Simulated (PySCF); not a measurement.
## Excitation energy of P by level of theory

P [Ne] 3s2 3p3 (4S) → P [Ne] 3s2 3p2 4s1 (4P), as a difference of total energies. Calculation: PySCF 2.14, in aug-cc-pCVQZ-DK; the spin-free X2C one-electron Hamiltonian (Gaussian nucleus). Correlated levels: valence: [Ne] frozen; valence and next inner shell: 1s2 frozen; nothing frozen. The calculations carry no spin-orbit coupling.

Order these methods by the excitation energy they give, lowest first.
A. UHF
B. PW91
C. SCS-MP2 (valence and next inner shell)
D. MP2 (valence)

A (6.785 eV), B (6.932 eV), C (7.046 eV), D (7.140 eV).

The promoted electron is Rydberg-like, and one or two diffuse shells describe it only roughly, which tends to raise the upper state.

For comparison: 6.967 eV (measured; NIST levels, between the centres of gravity of the two terms).
